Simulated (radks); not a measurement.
The numbers below are computed, except where a source is named.
Species: the hafnium ion Hf49+. Configuration: [Ar] 3d5.

Code: a radial shooting solver on a logarithmic mesh with Libxc functionals. Model: Dirac Kohn-Sham, BLYP, spin-unpolarised, spherical densities, finite nucleus; open shells fill j = l - 1/2 first; Fermi nuclear charge, rms radius 5.347 fm.

Energy parts (hartree):
part                       energy
total                 -13046.1957
kinetic                14798.8428
electron-nucleus      -29652.3512
Hartree                 2009.2479
exchange-correlation    -201.9352

Orbitals (lengths in bohr, moments of r in powers of bohr; r(max) is where P^2 peaks):
| orbital | occ. | eigenvalue (hartree) | r(max) |
|---|---|---|---|
| 1s1/2 | 2 | -2505.390 | 0.01190 |
| 2s1/2 | 2 | -516.7919 | 0.06810 |
| 2p1/2 | 2 | -499.2734 | 0.05078 |
| 2p3/2 | 4 | -455.0312 | 0.05736 |
| 3s1/2 | 2 | -189.7414 | 0.1873 |
| 3p1/2 | 2 | -182.5625 | 0.1749 |
| 3p3/2 | 4 | -171.9544 | 0.1873 |
| 3d3/2 | 4 | -160.8167 | 0.1452 |
| 3d5/2 | 1 | -158.3963 | 0.1487 |
| 4s1/2 | 0 | -96.86815 | 0.3857 |
| 4p1/2 | 0 | -93.76235 | 0.3786 |
| 4p3/2 | 0 | -89.99975 | 0.3977 |

The highest occupied level is 3d5/2 at -4310.2 eV. Summed over all electrons, <r^2> = 0.5877 bohr^2, which gives a Langevin (diamagnetic) susceptibility term of -0.465 x 10^-6 cm^3/mol.
